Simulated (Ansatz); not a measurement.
Two isomers of C4H10Si: A = `CC[Si]CC`, B = `C1CC[SiH2]C1`.

Program: Ansatz. Geometries: PBE0-D4/def2-TZVP. ΔE: electronic, gas phase. CCSD(T)/CBS adds triple-zeta CCSD(T) − MP2 to the extrapolated MP2 energy (def2 sets, frozen cores). Functionals use def2-TZVPP. B3LYP here is the variant with VWN-RPA as its local correlation; programs differ in this. Each species was taken in one conformer, which may not be the lowest.

Task: Which isomer does CCSD(T)/CBS put lower? Give the gap. (Estimate.)

Result: Ansatz gave: B, by 39.8 kcal/mol.

Task: Give E(B) − E(A) in kcal/mol with r2SCAN-D4, B3LYP, HF/def2-TZVPP, ωB97M-V, B2PLYP, CCSD(T)/def2-TZVPP, PBE0-D4. (Estimate.)

Result: Ansatz gave: r2SCAN-D4 -42.3, B3LYP -37.0, HF/def2-TZVPP -40.4, ωB97M-V -39.0, B2PLYP -39.1, CCSD(T)/def2-TZVPP -39.4, PBE0-D4 -41.6. None reverses the order clearly.

Largest T1 diagnostic: 0.011.

From PBE to PBE0 (25 % exact exchange), in def2-TZVPP and without D4, E(B) − E(A) moves by −3.1 kcal/mol.
